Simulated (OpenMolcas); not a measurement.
**Multiplet structure of Ni+**

```yaml
Program: OpenMolcas 26.06
Method: "MS-CASPT2, IPEA 0.25 Eh, imaginary shift 0.1 Eh (closed shells correlated: 3s 3p)"
Basis: ANO-RCC-VTZP [6s5p3d2f1g]
Scalar_Hamiltonian: DKH2, point nucleus
Active_space: 9 electrons in 6 orbitals (3d 4s)
State_averaging: 2S+1 = 2 even, 29 roots; 2S+1 = 4 even, 10 roots kept (CI in the orbitals of an earlier block)
Spin-orbit_coupling: RASSI with atomic mean-field integrals over the reference wave functions, term energies averaged over their components
```

Spin-free terms above the lowest, with the occupations of the reference:

```json
{"Configuration": "3d⁹", "Term": "²D", "E (eV)": "0.0000", "Occupations": "3d 8.99 4s 0.01"}
{"Configuration": "3d⁸ 4s", "Term": "⁴F", "E (eV)": "0.797", "Occupations": "3d 8.00 4s 1.00"}
{"Configuration": "3d⁸ 4s", "Term": "²F", "E (eV)": "1.352", "Occupations": "3d 8.00 4s 1.00"}
{"Configuration": "3d⁸ 4s", "Term": "²D", "E (eV)": "2.560", "Occupations": "3d 8.01 4s 0.99"}
{"Configuration": "3d⁸ 4s", "Term": "⁴P", "E (eV)": "2.723", "Occupations": "3d 8.00 4s 1.00"}
{"Configuration": "3d⁸ 4s", "Term": "²P", "E (eV)": "3.246", "Occupations": "3d 8.00 4s 1.00"}
{"Configuration": "3d⁸ 4s", "Term": "²G", "E (eV)": "3.702", "Occupations": "3d 8.00 4s 1.00"}
```

With spin-orbit coupling, above the lowest level:

```tsv
Configuration	Term	J	E (eV)	Measured (eV)	g	Term weight %
3d⁹	²D	5/2	0.0000	0.0000	1.200	97
3d⁹	²D	3/2	0.1986	0.1868	0.799	97
3d⁸ 4s	⁴F	9/2	0.755	1.0407	1.334	100
3d⁸ 4s	⁴F	7/2	0.866	1.1568	1.237	98
3d⁸ 4s	⁴F	5/2	0.961	1.2542	1.027	99
3d⁸ 4s	⁴F	3/2	1.028	1.3222	0.401	99
3d⁸ 4s	²F	7/2	1.360	1.6800	1.145	98
3d⁸ 4s	²F	5/2	1.536	1.8592	0.861	98
3d⁸ 4s	²D	5/2	2.579		1.311	69
3d⁸ 4s	²D	3/2	2.621	2.9504	0.864	89
3d⁸ 4s	⁴P	5/2	2.835		1.487	72
3d⁸ 4s	⁴P	3/2	2.841	3.0733	1.679	94
3d⁸ 4s	⁴P	1/2	2.869	3.0793	2.668	100
3d⁸ 4s	²P	3/2	3.317	3.6043	1.322	97
3d⁸ 4s	²P	1/2	3.380	3.6691	0.669	100
3d⁸ 4s	²G	9/2	3.784	4.0294	1.112	100
3d⁸ 4s	²G	7/2	3.784	4.0324	0.889	100
```

Against the 14 measured excited levels shown (NIST Handbook of Basic Atomic Spectroscopic Data) the mean absolute deviation is 2100 cm-1; the largest miss in energy is 3d⁸ 4s ²D_3/2: computed 2.621, measured 2.9504 eV (-11.2 %), and the largest in proportion 3d⁸ 4s ⁴F_9/2 (-27.5 %).

Spin-orbit coupling puts the lowest level 0.0796 eV below the lowest spin-free term.

CASPT2 does not keep the components of a term degenerate, so their means are used; among the terms shown or strongly mixed into the levels shown the widest spread is 1200 cm-1 (3d⁸ 4s ⁴F). Some levels mix across a computed gap that differs much from the measured one, so their mixing is not that of the real levels. Terms from blocks run as CI alone lack orbitals of their own. A single d shell beside an s shell can misplace configurations of different d count against each other. Computed and measured levels are paired by configuration, term and J; levels that our copy of the source lacks, or whose pairing is in doubt (as where it misses far off the trend of its configuration), stay unpaired and out of the deviations. Levels of configurations outside the active space are missing. The first state left out of the spin-orbit step lies near 64000 cm-1 above the lowest spin-free state of the reference (among the parities and spins computed), and the list stops at four fifths of that energy or lower.

The CASPT2 steps took 11 s on 1 thread of Arm Neoverse V1 (shared host); the integral step is not counted.

The term weight is that of the spin-free term in the level, not the purity of its configuration.
